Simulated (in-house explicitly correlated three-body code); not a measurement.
Computed with an exponentially correlated three-body code. Model: two electrons around a point charge, non-relativistic, variational in 260 exponentially correlated functions (energies converged to about 1e-7 hartree, or 1e-8 relative for large Z).

Command:
```bash
python run_hyl.py task.json out
```
Settings (lengths in bohr, energies in hartree):
```
Z                      2
nuclear_mass           2
interaction_strength   1
functions              260
states_tried           13
```

Cost of the run: 39 s on 1 thread of AMD EPYC 7R13 Processor (Zen 3) (shared host).

**Those bound S and P states to n = 4 that converged, binding against the one-electron ion.**

Given: nuclear charge 2; mass of the centre 2 electron masses.

Computed: one-electron threshold -1.33333333 hartree.

```csv
term,energy (hartree),binding (eV)
1 1S,-1.93433335,16.354
2 3P,-1.45948167,3.4327
2 3S,-1.45283463,3.2518
2 1S,-1.43952709,2.8897
2 1P,-1.41575251,2.2427
3 3P,-1.38246577,1.337
3 3S,?,?
3 1S,?,?
4 3S,-1.35955993,0.71366
4 1S,-1.35815075,0.67532
```

What belongs in the row 3 3S?

energy (hartree): -1.38188958; binding (eV): 1.3213.

What belongs in the row 3 1S?

energy (hartree): -1.37837742; binding (eV): 1.2257.

**Converged states only, values per electron or pair.**

```tsv
term	mean r (bohr)	mean r squared (bohr²)	mean inverse r (1/bohr)	mean r12 (bohr)	mean inverse r12 (1/bohr)	mean cosine	mean p1 dot p2 (bohr⁻²)	delta r1 (bohr⁻³)	delta r12 (bohr⁻³)
1 1S	1.3816	2.6297	1.1338	1.9931	0.66642	0.050377	-0.066605	0.54561	0.032207
2 3P	2.9469	14.908	0.79341	4.9284	0.25468	-0.016063	-0.14355	0.36415	-
2 3S	3.7555	24.585	0.77212	6.4619	0.18282	0.034123	-0.01461	0.39241	-
2 1S	4.128	30.499	0.76637	7.2052	0.18642	0.017759	-0.045134	0.38994	0.0035619
2 1P	4.5259	37.612	0.74566	7.9756	0.15114	0.028803	-0.017837	0.38093	5.2306e-05
3 3P	?	?	?	?	?	?	?	?	-
3 3S	8.3156	137.4	0.71166	15.534	0.08286	0.016954	-0.012827	0.38125	-
3 1S	?	?	?	?	?	?	?	?	?
4 3S	14.882	462.27	0.69149	28.653	0.046824	0.010121	-0.0085895	0.37879	-
4 1S	15.69	515.61	0.69078	30.268	0.046812	0.0082051	-0.011439	0.37869	0.00041524
```

What belongs in the row 3 3P?

mean r (bohr): 7.6051; mean r squared (bohr²): 114.96; mean inverse r (1/bohr): 0.71512; mean r12 (bohr): 14.126; mean inverse r12 (1/bohr): 0.09555; mean cosine: 0.0087311; mean p1 dot p2 (bohr⁻²): -0.03634; delta r1 (bohr⁻³): 0.37564.

What belongs in the row 3 1S?

mean r (bohr): 8.9105; mean r squared (bohr²): 159.09; mean inverse r (1/bohr): 0.70997; mean r12 (bohr): 16.723; mean inverse r12 (1/bohr): 0.083124; mean cosine: 0.012369; mean p1 dot p2 (bohr⁻²): -0.020196; delta r1 (bohr⁻³): 0.38079; delta r12 (bohr⁻³): 0.0010081.
